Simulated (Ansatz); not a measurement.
Consider the cleavage of the Si–In bond: `[CH3][In]([SH])[SiH2]O` + `[SiH3][SeH]` → `O[SiH2][Se][SiH3]` + `[CH3][InH][SH]`.

Computed with Ansatz on PBE0-D4/def2-TZVP structures; ΔE is electronic, products minus reactants. CBS: MP2 limit from def2 TZ/QZ plus the TZ coupled-cluster correction, frozen cores. DFT in def2-TZVPP. B3LYP here is the variant with VWN-RPA as its local correlation; programs differ in this. def2 core potentials past Kr. For In, Se outer-core shells are correlated without core-valence functions, which leaves a few kJ/mol of doubt a bond. Scalar relativity is left out up to krypton. Each species was taken in one conformer, which may not be the lowest.

```json
{"level": "PBE-D4", "ΔE (kJ/mol)": "-45.7", "difference from CCSD(T)/CBS": "8.0"}
{"level": "PBE0-D4", "ΔE (kJ/mol)": "-50.9", "difference from CCSD(T)/CBS": "2.8"}
{"level": "B3LYP-D4", "ΔE (kJ/mol)": "-48.6", "difference from CCSD(T)/CBS": "5.1"}
{"level": "ωB97M-V", "ΔE (kJ/mol)": "-56.3", "difference from CCSD(T)/CBS": "-2.6"}
{"level": "r2SCAN", "ΔE (kJ/mol)": "-52.1", "difference from CCSD(T)/CBS": "1.6"}
{"level": "B3LYP", "ΔE (kJ/mol)": "-44.1", "difference from CCSD(T)/CBS": "9.6"}
{"level": "HF/def2-TZVPP", "ΔE (kJ/mol)": "-58.1", "difference from CCSD(T)/CBS": "-4.4"}
{"level": "MP2/def2-TZVPP", "ΔE (kJ/mol)": "-57.1", "difference from CCSD(T)/CBS": "-3.4"}
{"level": "SCS-MP2/def2-TZVPP", "ΔE (kJ/mol)": "-54.9", "difference from CCSD(T)/CBS": "-1.2"}
{"level": "CCSD/def2-TZVPP", "ΔE (kJ/mol)": "-51.6", "difference from CCSD(T)/CBS": "2.1"}
{"level": "CCSD(T)/def2-TZVPP", "ΔE (kJ/mol)": "-52.1", "difference from CCSD(T)/CBS": "1.6"}
{"level": "HF/def2-QZVPP", "ΔE (kJ/mol)": "-58.2", "difference from CCSD(T)/CBS": "-4.5"}
{"level": "MP2/def2-QZVPP", "ΔE (kJ/mol)": "-58.1", "difference from CCSD(T)/CBS": "-4.4"}
{"level": "SCS-MP2/def2-QZVPP", "ΔE (kJ/mol)": "-55.9", "difference from CCSD(T)/CBS": "-2.2"}
{"level": "MP2/CBS(def2)", "ΔE (kJ/mol)": "-58.8", "difference from CCSD(T)/CBS": "-5.1"}
{"level": "CCSD/CBS(def2)", "ΔE (kJ/mol)": "-53.2", "difference from CCSD(T)/CBS": "0.5"}
{"level": "CCSD(T)/CBS", "ΔE (kJ/mol)": "-53.7", "difference from CCSD(T)/CBS": "0"}
```

Largest T1 diagnostic among the species: 0.013.

The D4 term adds −4.5 kJ/mol with B3LYP and −2.1 kJ/mol with PBE0; it sums over pairs of atoms, weighted by their polarisabilities, and B3LYP, whose exchange is more repulsive, gets the larger term. From PBE to PBE0 (25 % exact exchange), in def2-TZVPP and without D4, ΔE moves by −5.7 kJ/mol.
